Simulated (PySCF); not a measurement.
Input file for PySCF: R-HF/STO-3G on C4H8O (SMILES C=CCOC).

```python
from pyscf import gto, scf, dft, mp
from pyscf.data.elements import chemcore

mol = gto.M(
    atom='''
    C     1.56716324    0.07007740   -0.99110616
    C     1.33186431   -0.19519108    0.28567577
    C     0.03342016   -0.71127155    0.83967524
    O    -1.03878361   -0.71272302   -0.07782552
    C    -1.68255199    0.54178440   -0.19899387
    H     0.80014071   -0.06771234   -1.74241580
    H     2.53325308    0.42597864   -1.32343450
    H     2.11950128   -0.05944313    1.02246789
    H     0.16729479   -1.74986649    1.15958085
    H    -0.23434702   -0.13828962    1.73997383
    H    -2.13028264    0.84600858    0.75544453
    H    -0.99435392    1.32601989   -0.52972439
    H    -2.47231841    0.42462832   -0.93931786
    ''',
    basis='sto-3g',
    charge=0, spin=0, verbose=3, max_memory=1800)
mf = scf.RHF(mol)
mf.conv_tol = 1e-8
mf.max_cycle = 100
mf.kernel()
if not mf.converged:
    mf = mf.newton().run(mf.mo_coeff, mf.mo_occ)
```

Problem. Give the final energy of this run.

Solution. -228.0657 hartree.
